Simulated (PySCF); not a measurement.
CH₅Si, SMILES C[SiH2] (connectivity only; charge and spin as stated), charge +1, multiplicity 1.

Coordinates come from a B3LYP-D3(BJ)/def2-TZVP optimisation. The spin state was assumed, not searched. The isomer is the one that the SMILES or the coordinates give; other isomers of the formula were not compared.

These are SMD-M06-2X/def2-SVP in PySCF values and carry that method's errors.

Solvation free energies are E(SMD) − E(gas) at the gas-phase geometry, for 1 M in both phases.

```csv
solvent,ΔG(solv) (kcal/mol),its non-electrostatic (CDS) part
water,-61.9,2.4
ethanol,-62.7,-0.1
benzene,-37.1,-0.6
```
